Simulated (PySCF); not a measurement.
An unknown gives this computed stick spectrum. The calculation used TDDFT PBE0/def2-SVPD, vertical, gas phase, core orbitals frozen in the response in PySCF 2.14.0, density-fitted response routines. Geometries: PBE0-D3(BJ)/def2-SVP, one conformer each.

```
state  E (eV)      f  main configurations (H = HOMO, L = LUMO)
   S1    6.21  0.018                    H→L (48%), H→L+1 (44%)
   S2    6.45  0.014                    H→L+1 (53%), H→L (40%)
   S3    6.67  0.014                               H→L+2 (95%)
   S4    7.02  0.091                  H-1→L (47%), H→L+3 (43%)
   S5    7.11  0.161                  H-1→L (41%), H→L+3 (40%)
   S6    7.45  0.023                             H-1→L+1 (86%)
   S7    7.63  0.055              H-1→L+2 (62%), H-1→L+3 (11%)
   S8    7.70  0.011     H→L+4 (46%), H-2→L (16%), H→L+5 (15%)
   S9    7.75  0.024   H-2→L (56%), H-1→L+3 (14%), H→L+4 (12%)
  S10    7.89  0.073   H-1→L+3 (59%), H-2→L (12%), H→L+4 (11%)
```

Question: Which candidate is it?
A. `C=C(C)[SiH3]`
B. `CO[SiH2]N`
C. `[SiH2](OC)P`

Answer: C. Its S1, at 6.21 eV, is the lowest among the candidates; the nearest of the others has S1 at 6.75 eV. S1 is HOMO→LUMO (48%), HOMO→LUMO+1 (44%). Löwdin shares by element: HOMO phosphorus 55%, silicon 14%, oxygen 11%, hydrogen 5% or more; LUMO silicon 31%, phosphorus 23%, hydrogen 9% or more, carbon 8% (atoms not listed hold the other 30%). At the same level the other candidates give, for their lowest levels:
- `C=C(C)[SiH3]`: 6.75 eV (f 0.002); 6.90 eV (f 0.000); 6.98 eV (f 0.378); 7.56 eV (f 0.000); 7.59 eV (f 0.004); T1 4.13 eV; HOMO -7.59, LUMO -0.27 eV
- `CO[SiH2]N`: 6.90 eV (f 0.041); 7.17 eV (f 0.006); 7.39 eV (f 0.010); 7.78 eV (f 0.020); 8.01 eV (f 0.032); T1 6.50 eV; HOMO -7.85, LUMO 0.50 eV

Shape of the structure used: `[CH3:1][O:2][SiH2:3][PH2:4]`: C1–O2–Si3–P4 57°, H–P4–Si3–O2 179°, H–P4–Si3–O2 85°.
Triplets come from the Tamm–Dancoff approximation.
